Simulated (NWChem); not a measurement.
All runs are NWChem calculations. System: H₂Be, charge 1, spin multiplicity 2, at the geometry of a parent with another charge or spin, in a state set for the comparison that need not be this species' ground state. Its SCF solution wasn't tested for a lower state. Level: UHF/def2-TZVPP.

The NWChem input:

```
start mol
memory heap 200 mb stack 900 mb global 1100 mb
charge 1
geometry units angstroms nocenter noautoz
  Be     0.000000     0.000000     0.000000
  H      0.000000     0.000000     1.338991
  H      0.000000     0.000000    -1.338991
  symmetry group D2h
end
basis spherical
  * library def2-tzvpp
end
scf
  uhf
  nopen 1
  maxiter 100
  thresh 1e-7
  semidirect memsize 60000000 filesize 0
  # guess.movecs holds the orbitals of an unrestricted PBE0 run
  vectors input guess.movecs output mol.movecs
end
task scf energy
```

NWChem printed:

```
             Northwest Computational Chemistry Package (NWChem) 7.3.0
             --------------------------------------------------------

                                NWChem Input Module
                                -------------------

 Scaling coordinates for geometry "geometry" by  1.889725989
 (inverse scale =  0.529177249)

 Turning off AUTOSYM since
 SYMMETRY directive was detected!

                             Geometry "geometry" -> ""
                             -------------------------

 Output coordinates in angstroms (scale by  1.889725989 to convert to a.u.)

  No.       Tag          Charge          X              Y              Z
 ---- ---------------- ---------- -------------- -------------- --------------
    1 Be                   4.0000     0.00000000     0.00000000     0.00000000
    2 H                    1.0000     0.00000000     0.00000000     1.33899100
    3 H                    1.0000     0.00000000     0.00000000    -1.33899100

 Effective nuclear repulsion energy (a.u.)       3.3592508213

            Nuclear Dipole moment (a.u.)
            ----------------------------
        X                 Y               Z
 ---------------- ---------------- ----------------
     0.0000000000     0.0000000000     0.0000000000

      Symmetry information
      --------------------

 Group name             D2h
 Group number             26
 Group order               8
 No. of unique centers     2

      Symmetry unique atoms

     1    2


 Summary of "ao basis" -> "" (spherical)
 ------------------------------------------------------------------------------
       Tag                 Description            Shells   Functions and Types
 ---------------- ------------------------------  ------  ---------------------
 *                         def2-tzvpp                 on all atoms

 Summary of "ao basis" -> "ao basis" (spherical)
 ------------------------------------------------------------------------------
       Tag                 Description            Shells   Functions and Types
 ---------------- ------------------------------  ------  ---------------------
[...]
  ----- ------------  ---------------      ----- ------------  ---------------
     8      0.420339  1 Be pz                21     -0.182179  2 H  s
    35      0.182179  3 H  s

 Vector    4  Occ=0.000000D+00  E=-1.872974D-01  Symmetry=b3u
              MO Center=  2.3D-17,  1.4D-18,  1.1D-19, r^2= 3.4D+00
   Bfn.  Coefficient  Atom+Function         Bfn.  Coefficient  Atom+Function
  ----- ------------  ---------------      ----- ------------  ---------------
    12      0.594207  1 Be px                 6     -0.502393  1 Be px

 Vector    5  Occ=0.000000D+00  E=-1.872974D-01  Symmetry=b2u
              MO Center= -6.9D-19, -7.9D-17,  5.9D-20, r^2= 3.4D+00
   Bfn.  Coefficient  Atom+Function         Bfn.  Coefficient  Atom+Function
  ----- ------------  ---------------      ----- ------------  ---------------
    13      0.594207  1 Be py                 7     -0.502393  1 Be py

 center of mass
 --------------
 x =   0.00000000 y =   0.00000000 z =   0.00000000

 moments of inertia (a.u.)
 ------------------
          12.905300164857           0.000000000000           0.000000000000
           0.000000000000          12.905300164857           0.000000000000
           0.000000000000           0.000000000000           0.000000000000

  Mulliken analysis of the total density
  --------------------------------------

    Atom       Charge   Shell Charges
 -----------   ------   -------------------------------------------------------
    1 Be   4     3.25   1.02  0.96  0.62  0.28 -0.01  0.34  0.00  0.02  0.01
    2 H    1     0.87   0.19  0.52  0.14  0.00  0.02  0.00
    3 H    1     0.87   0.19  0.52  0.14  0.00  0.02  0.00

  Mulliken analysis of the alpha density
  --------------------------------------

    Atom       Charge   Shell Charges
 -----------   ------   -------------------------------------------------------
    1 Be   4     1.62   0.51  0.48  0.20  0.05 -0.00  0.34  0.00  0.02  0.01
    2 H    1     0.69   0.16  0.43  0.08  0.00  0.01  0.00
    3 H    1     0.69   0.16  0.43  0.08  0.00  0.01  0.00

   Mulliken analysis of the beta density
   -------------------------------------

    Atom       Charge   Shell Charges
 -----------   ------   -------------------------------------------------------
    1 Be   4     1.63   0.52  0.47  0.42  0.23 -0.01  0.00  0.00  0.00  0.01
    2 H    1     0.18   0.04  0.09  0.05  0.00  0.00  0.00
    3 H    1     0.18   0.04  0.09  0.05  0.00  0.00  0.00

   Mulliken analysis of the spin density
   -------------------------------------

    Atom       Charge   Shell Charges
 -----------   ------   -------------------------------------------------------
    1 Be   4    -0.01  -0.01  0.01 -0.21 -0.18  0.00  0.34  0.00  0.02  0.00
    2 H    1     0.51   0.12  0.34  0.03  0.00  0.01  0.00
    3 H    1     0.51   0.12  0.34  0.03  0.00  0.01  0.00

       Multipole analysis of the density wrt the origin
       ------------------------------------------------

     L   x y z        total         alpha         beta         nuclear
     -   - - -        -----         -----         ----         -------
     0   0 0 0      1.000000     -3.000000     -2.000000      6.000000

     1   1 0 0     -0.000000      0.000000     -0.000000      0.000000
     1   0 1 0     -0.000000      0.000000     -0.000000      0.000000
     1   0 0 1     -0.000000     -0.000000     -0.000000      0.000000

     2   2 0 0     -3.389636     -1.792588     -1.597048      0.000000
     2   1 1 0      0.000000      0.000000      0.000000      0.000000
     2   1 0 1      0.000000     -0.000000      0.000000      0.000000
     2   0 2 0     -3.389636     -1.792588     -1.597048      0.000000
     2   0 1 1      0.000000     -0.000000      0.000000      0.000000
     2   0 0 2     -1.486369    -10.538149     -3.753320     12.805100

 Task  times  cpu:        0.2s     wall:        0.2s

 Total times  cpu:        0.3s     wall:        0.3s
```
